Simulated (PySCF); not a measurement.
C3H6BFO2. Atoms are numbered in the order given.

```xyz
13

C     -1.6402    -0.6060     0.0000
C     -0.3321    -0.2932     0.0000
O      0.6983    -1.1798     0.0000
C      0.3804    -2.5489     0.0000
B      0.1482     1.2070     0.0000
O     -0.7574     2.2129     0.0000
F      1.4545     1.4978     0.0000
H     -2.3673     0.2082     0.0000
H     -2.0246    -1.6287     0.0000
H      1.3309    -3.0992     0.0000
H     -0.2022    -2.8280    -0.8973
H     -0.2022    -2.8280     0.8973
H     -0.3422     3.0838     0.0000
```
Charge 0, spin multiplicity 1.

Coordinates come from a ωB97X-D3(BJ)/def2-SVP optimisation. This is a generated structure with no PubChem entry under its InChIKey; it may be hypothetical. Other conformers were not sampled.

All values below come from r2SCAN/def2-TZVP (PySCF).

Symmetry labels are those of the subgroup Cs that the program uses (full group Cs).

List the valence orbital energies around the gap with their symmetry. (The exact figures need the calculation; the answer reports its results.)


```csv
orbital,symmetry,energy (eV)
HOMO−7,A',-11.13
HOMO−6,A',-10.18
HOMO−5,A',-9.45
HOMO−4,A",-9.13
HOMO−3,A',-8.78
HOMO−2,A",-8.55
HOMO−1,A',-8.10
HOMO,A",-5.87
LUMO,A",-1.34
LUMO+1,A',0.82
LUMO+2,A',1.41
LUMO+3,A',1.56
```
